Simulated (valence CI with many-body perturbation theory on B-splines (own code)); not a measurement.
E1 transitions of Pm LV

Computed by valence CI with perturbative core correlation (CI+MBPT): five valence electrons over a frozen Dirac-Fock core [He], radial functions for each j: 11 s, 11 p, 10 d, 8 f, 5 g, 2 h, with the one-electron correlation potential Σ1, the two-electron term Σ2, the three-electron term Σ3, Breit, model QED; selected CI, second order for the rest, scaled by the run's own slope (own B-spline code, finite nucleus).

The last digits are not significant, and no measured levels were compared; by estimate large intervals hold to a few tenths of a per cent, small ones and those within an open d or f shell to about a per cent. Among the levels kept, up to 7300 cm⁻¹ of a level comes from second order outside the variational space, and about a tenth of that is noise between levels of different J, which matters for small intervals.

Lines 201 to 250 of 600 in falling wavelength, among levels below 7955.8 eV, chosen from the strongest by gf and those to the six lowest levels. Wavelengths and rates use the calculated energies. Electric multipoles are in the length gauge, E1 and E2 with the static RPA response of the core. Weak lines are less certain than strong ones. Lines between different terms over intervals too small for the method are left out, as are lines whose strength nearly cancels. The highest levels of a list are the least certain.

Levels are named by their leading jj configuration (3d3/2^4 stands for four electrons in 3d with j = 3/2), which in mixed levels can hold well under half, so a name can repeat and another be missing. Letters in brackets count levels of one name in rising energy.

```tsv
λ vac (nm)	Upper	Lower	A (s⁻¹)	S (a.u.)
1.536	(2s 2p1/2 2p3/2^2 3p3/2) J=9/2	(2s^2 2p1/2 2p3/2 3p3/2) J=7/2	4.04e+11	7.24e-03
1.532	(2s 2p1/2 2p3/2^2 3p1/2) J=7/2	(2s^2 2p1/2 2p3/2 3p1/2) J=5/2	4.39e+11	6.23e-03
1.528	(2s 2p1/2 2p3/2^2 3d3/2) J=9/2	(2s^2 2p1/2 2p3/2 3d3/2) J=7/2	2.59e+11	4.57e-03
1.502	(2s 2p1/2^2 2p3/2^2) J=5/2	(2s^2 2p1/2^2 2p3/2) J=3/2	4.96e+11	4.98e-03
1.501	(2p1/2^2 2p3/2^2 3p3/2) J=5/2	(2s 2p1/2^2 2p3/2 3p3/2) J=3/2 [b]	8.31e+11	8.32e-03
1.484	(2s 2p3/2^3 3s) J=5/2	(2s^2 2p3/2^2 3s) J=5/2	1.67e+12	1.61e-02
1.477	(2p1/2^2 2p3/2^2 3p3/2) J=7/2	(2s 2p1/2^2 2p3/2 3p3/2) J=5/2 [b]	1.40e+12	1.79e-02
1.476	(2p1/2^2 2p3/2^2 3p1/2) J=5/2	(2s 2p1/2^2 2p3/2 3p1/2) J=3/2 [b]	5.37e+11	5.11e-03
1.474	(2s 2p1/2 2p3/2^2 3p3/2) J=5/2 [b]	(2s^2 2p1/2 2p3/2 3p3/2) J=3/2 [a]	4.23e+11	4.01e-03
1.463	(2s 2p1/2 2p3/2^2 3p3/2) J=5/2 [e]	(2s 2p1/2^2 2p3/2 3s) J=3/2 [b]	4.83e+11	4.48e-03
1.463	(2s 2p1/2 2p3/2^3) J=3/2 [a]	(2s^2 2p1/2 2p3/2^2) J=3/2	1.68e+12	1.04e-02
1.450	(2s 2p1/2 2p3/2^2 3p3/2) J=5/2 [f]	(2s 2p1/2^2 2p3/2 3s) J=3/2 [b]	6.20e+11	5.60e-03
1.447	(2s 2p1/2 2p3/2^2 3d5/2) J=7/2 [c]	(2s^2 2p1/2 2p3/2 3d5/2) J=5/2 [b]	3.84e+11	4.59e-03
1.443	(2s 2p1/2 2p3/2^2 3p3/2) J=7/2 [c]	(2s^2 2p1/2 2p3/2 3p3/2) J=5/2 [b]	5.44e+11	6.45e-03
1.441	(2s 2p1/2^2 2p3/2 3d5/2) J=3/2 [a]	(2s^2 2p1/2^2 3d3/2) J=3/2	1.01e+12	5.98e-03
1.440	(2p1/2^2 2p3/2^2 3p3/2) J=3/2 [a]	(2s 2p1/2^2 2p3/2 3p3/2) J=1/2 [b]	1.20e+12	7.09e-03
1.439	(2s 2p1/2 2p3/2^2 3d5/2) J=9/2 [c]	(2s^2 2p1/2 2p3/2 3d5/2) J=7/2 [b]	6.30e+11	9.26e-03
1.438	(2s 2p1/2 2p3/2^3) J=5/2	(2s^2 2p1/2 2p3/2^2) J=5/2	1.67e+12	1.47e-02
1.437	(2s 2p1/2 2p3/2^2 3d5/2) J=5/2 [d]	(2s^2 2p1/2 2p3/2 3d5/2) J=5/2 [b]	6.79e+11	5.97e-03
1.435	(2s 2p1/2 2p3/2^2 3p3/2) J=3/2 [e]	(2s^2 2p1/2 2p3/2 3p3/2) J=1/2 [b]	9.86e+11	5.75e-03
1.428	(2s 2p1/2 2p3/2^2 3d5/2) J=3/2 [d]	(2s^2 2p1/2 2p3/2 3d5/2) J=1/2	9.12e+11	5.24e-03
1.427	(2s 2p1/2^2 2p3/2 3d5/2) J=7/2 [b]	(2s^2 2p1/2^2 3d5/2) J=5/2	1.85e+12	2.13e-02
1.427	(2s 2p1/2 2p3/2^2 3d5/2) J=7/2 [e]	(2s^2 2p1/2 2p3/2 3d5/2) J=7/2 [b]	1.34e+12	1.54e-02
1.426	(2s 2p1/2 2p3/2^2 3p3/2) J=3/2 [g]	(2s^2 2p1/2 2p3/2 3p3/2) J=1/2 [c]	7.12e+11	4.07e-03
1.425	(2s 2p1/2 2p3/2^3) J=1/2	(2s^2 2p1/2 2p3/2^2) J=1/2	1.20e+12	3.44e-03
1.424	(2s 2p1/2^2 2p3/2 3p3/2) J=5/2 [b]	(2s^2 2p1/2^2 3p3/2) J=3/2	2.06e+12	1.76e-02
1.424	(2s 2p1/2 2p3/2^2 3d5/2) J=5/2 [e]	(2s^2 2p1/2 2p3/2 3d5/2) J=3/2 [b]	1.01e+12	8.67e-03
1.424	(2s 2p1/2 2p3/2^2 3p3/2) J=3/2 [c]	(2s^2 2p1/2 2p3/2 3p3/2) J=5/2 [a]	1.13e+12	6.43e-03
1.424	(2s 2p1/2 2p3/2^2 3d5/2) J=7/2 [b]	(2s^2 2p1/2 2p3/2 3d3/2) J=7/2	8.27e+11	9.42e-03
1.423	(2s 2p1/2 2p3/2^2 3p3/2) J=5/2 [c]	(2s^2 2p1/2 2p3/2 3p3/2) J=5/2 [a]	8.42e+11	7.18e-03
1.423	(2s 2p1/2 2p3/2^2 3d5/2) J=7/2 [c]	(2s^2 2p1/2 2p3/2 3d5/2) J=5/2 [a]	4.23e+11	4.81e-03
1.421	(2s 2p1/2 2p3/2^2 3d5/2) J=3/2 [d]	(2s^2 2p1/2 2p3/2 3d5/2) J=3/2 [b]	6.96e+11	3.94e-03
1.419	(2s 2p1/2 2p3/2^2 3p3/2) J=3/2 [f]	(2s^2 2p1/2 2p3/2 3p3/2) J=5/2 [b]	7.59e+11	4.28e-03
1.418	(2s 2p1/2 2p3/2^2 3s) J=3/2 [c]	(2s^2 2p1/2 2p3/2 3s) J=5/2	8.21e+11	4.62e-03
1.418	(2s 2p1/2 2p3/2^2 3d3/2) J=3/2 [c]	(2s^2 2p1/2 2p3/2 3d3/2) J=5/2 [a]	6.26e+11	3.52e-03
1.417	(2s 2p1/2 2p3/2^2 3s) J=1/2 [a]	(2s^2 2p1/2 2p3/2 3s) J=3/2 [a]	1.58e+12	4.45e-03
1.415	(2p1/2 2p3/2^4) J=1/2	(2s 2p1/2 2p3/2^3) J=3/2 [b]	4.77e+12	1.33e-02
1.414	(2s 2p1/2 2p3/2^2 3p3/2) J=5/2 [f]	(2s^2 2p1/2 2p3/2 3p3/2) J=5/2 [b]	1.51e+12	1.26e-02
1.414	(2s 2p1/2^2 2p3/2 3d3/2) J=5/2 [b]	(2s^2 2p1/2^2 3d3/2) J=3/2	1.85e+12	1.55e-02
1.413	(2s 2p1/2 2p3/2^2 3d5/2) J=3/2 [e]	(2s^2 2p1/2 2p3/2 3d5/2) J=1/2	6.38e+11	3.55e-03
1.412	(2s 2p1/2 2p3/2^2 3s) J=3/2 [d]	(2s^2 2p1/2 2p3/2 3s) J=3/2 [b]	1.91e+12	1.06e-02
1.410	(2s 2p1/2 2p3/2^2 3d5/2) J=5/2 [d]	(2s^2 2p1/2 2p3/2 3d5/2) J=3/2 [a]	1.07e+12	8.84e-03
1.409	(2s 2p1/2^2 2p3/2 3d3/2) J=1/2 [b]	(2s^2 2p1/2^2 3d3/2) J=3/2	1.60e+12	4.42e-03
1.409	(2s 2p1/2 2p3/2^3) J=3/2 [b]	(2s^2 2p1/2 2p3/2^2) J=1/2	1.02e+12	5.64e-03
1.408	(2s 2p1/2 2p3/2^2 3d3/2) J=5/2 [d]	(2s^2 2p1/2 2p3/2 3d3/2) J=7/2	1.51e+12	1.25e-02
1.408	(2s 2p1/2^2 2p3/2 3d5/2) J=5/2 [b]	(2s^2 2p1/2^2 3d5/2) J=5/2	2.12e+12	1.75e-02
1.407	(2s 2p1/2 2p3/2^2 3d5/2) J=5/2 [e]	(2s^2 2p1/2 2p3/2 3d5/2) J=5/2 [b]	8.05e+11	6.64e-03
1.406	(2s 2p1/2 2p3/2^2 3p3/2) J=1/2 [b]	(2s^2 2p1/2 2p3/2 3p3/2) J=3/2 [a]	2.33e+12	6.40e-03
1.406	(2s 2p1/2^2 2p3/2 3p1/2) J=3/2 [b]	(2s^2 2p1/2^2 3p1/2) J=1/2	1.75e+12	9.62e-03
1.405	(2s 2p1/2^2 2p3/2 3d5/2) J=3/2 [b]	(2s^2 2p1/2^2 3d5/2) J=5/2	2.34e+12	1.28e-02
```
